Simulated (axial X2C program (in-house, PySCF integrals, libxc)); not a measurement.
**Bond lengths and stretching modes, held linear, of ClZrCl⁺**

Calculated with an axial X2C code built on PySCF integrals: two-component X2C with atomic mean-field Coulomb and Gaunt terms, Gaussian nuclei, basis Cl dyall-av3z, Zr dyall-v3z with contracted cores. Spin-free rows use the one-electron spin-free X2C Hamiltonian.

Masses Cl 34.969, Zr 89.905, Cl 34.969 u. States: 2c Ω = 3/2 (beyond evenly filled blocks: ω = 3/2); spin-free M_S = 1/2, Λ = 2 (beyond evenly filled blocks: δ+α).

HF, 2c: energies above the lowest point

```
r(Cl–Zr) (Å)  r(Zr–Cl) (Å)  E (meV)
      2.2523        2.2523   158.08
      2.2523        2.3100    77.27
      2.2523        2.3678    64.30
      2.3100        2.2523    77.27
      2.3100        2.3100     5.02
      2.3100        2.3678     0.00
      2.3100        2.4255    48.91
      2.3678        2.2523    64.30
      2.3678        2.3100     0.00
      2.3678        2.3678     2.37
      2.4255        2.3100    48.91
      2.4255        2.4255   120.29
```

Problem. Fit a quadratic surface with cubic terms in each bond: where is the minimum, and what are the two stretching wavenumbers?

Solution. At HF, 2c: bonds 2.340 and 2.340 Å; harmonic stretches 396.9 and 467.8 cm⁻¹; force constants 2.89, 2.89 and coupling 0.35 mdyn/Å.

The other levels and Hamiltonians give:

| Hamiltonian | level | r(Cl–Zr) (Å) | r(Zr–Cl) (Å) | lower stretch (cm⁻¹) | upper stretch (cm⁻¹) |
| --- | --- | --- | --- | --- | --- |
| 2c | PBE0 | 2.308 | 2.308 | 392.8 | 471.7 |
| 2c | B3LYP | 2.325 | 2.325 | 385.4 | 462.2 |
| 2c | MP2 | 2.308 | 2.308 | 399.9 | 479.4 |
| spin-free | PBE0 | 2.307 | 2.307 | 393.0 | 471.9 |
| spin-free | HF | 2.339 | 2.339 | 397.1 | 468.0 |
| spin-free | B3LYP | 2.324 | 2.324 | 385.6 | 462.5 |
| spin-free | MP2 | 2.308 | 2.308 | 400.1 | 479.6 |

Each state is one determinant, the lowest of a limited PBE0 search; the stretches come from a fit to these few points and carry an uncertainty of a few per cent. Other orders of the atoms were not compared. MP2 freezes inner shells (threshold -2 hartree). The molecule was held linear; bending was not examined, so a bent shape may lie lower. Note: functional without a current term on a determinant with orbital currents, of the molecule or an atom.
